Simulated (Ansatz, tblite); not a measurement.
Removing and adding an electron: Al₇As₇. Charge 0, multiplicity 1. Geometry: PBE-D4/def2-SVP. Ansatz, gas phase; energy differences of separate SCF runs; the oxidised species was run as a doublet alone; the reduced species was run as a doublet alone.

```tsv
atom	x (Å)	y (Å)	z (Å)
Al1	1.7453	1.0387	0.1731
Al2	-1.5841	-2.5663	-0.9113
Al3	1.0629	-1.9760	-1.2225
Al4	0.6738	-1.6254	1.4179
Al5	0.3875	2.0205	2.2219
Al6	-1.0679	0.4661	-0.2675
Al7	0.2539	3.4495	0.0091
As8	0.0947	-3.7435	0.3250
As9	2.8458	-1.1221	0.2470
As10	-0.4452	4.2552	2.0985
As11	-0.6586	-1.4282	-2.9576
As12	-2.7726	-0.5952	-1.5955
As13	0.4174	1.8451	-1.7797
As14	-0.9530	-0.0185	2.2414
```

The xTB rows come from tblite. LC-ωPBE has ω = 0.4 bohr⁻¹. Single mean-field runs in def2-TZVP are fitted with def2-universal-jkfit.

```csv
level,−HOMO (eV),vertical IE (eV),−LUMO (eV),vertical EA (eV),HOMO–LUMO gap (eV),IE − EA (eV)
GFN1-xTB,8.01,9.94,7.10,5.21,0.91,4.73
GFN2-xTB,7.40,9.36,6.39,4.56,1.01,4.79
PBE-D4/def2-TZVP,4.91,6.59,4.04,2.46,0.87,4.12
PBE0-D4/def2-TZVP,5.57,6.69,3.60,2.54,1.98,4.16
LC-ωPBE/def2-TZVP,7.52,6.77,2.08,2.61,5.44,4.17
```

 Raw xTB energy differences between charge states are shifted by several eV; the methods need an empirical correction for them. Sets without diffuse functions give affinities that are too small.
